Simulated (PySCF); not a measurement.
**Working out the ionisation energy of Sn**

Sn [Kr] 4d10 5s2 5p2 (3P) → Sn⁺ [Kr] 4d10 5s2 5p1 (2P). All numbers are calculated (PySCF 2.14, scalar relativity by spin-free X2C-1e, in x2c-QZVPPall with one added diffuse shell each of s, p, d, f type (14s10p8d5f1g, 128 functions)). Frozen: [Ar] 3d10. Energies in hartree (1 hartree = 27.21139 eV):

| part | Sn (lower) | Sn⁺ (upper) |
| --- | --- | --- |
| UHF | -6173.829927 | -6173.578214 |
| MP2 opposite-spin | -0.465057 | -0.457336 |
| MP2 same-spin | -0.244983 | -0.236599 |

Problem. What does Hartree-Fock give?

Solution. (-6173.578214) − (-6173.829927) = 0.251713 hartree = 6.849 eV.

Problem. What do MP2 and SCS-MP2 (6/5 opposite-spin, 1/3 same-spin) give?

Solution. The opposite-spin parts differ by 0.210 eV and the same-spin parts by 0.228 eV. MP2: 6.849 + (0.210) + (0.228) = 7.287 eV. SCS-MP2: 6.849 + 1.2 × (0.210) + (0.228)/3 = 7.177 eV.

Measured between the centres of the two terms (NIST): 7.389 eV, so MP2 (valence and next inner shell) is off by -0.102 eV.

What remains against the reference includes basis incompleteness, the frozen core and correlation beyond second order.
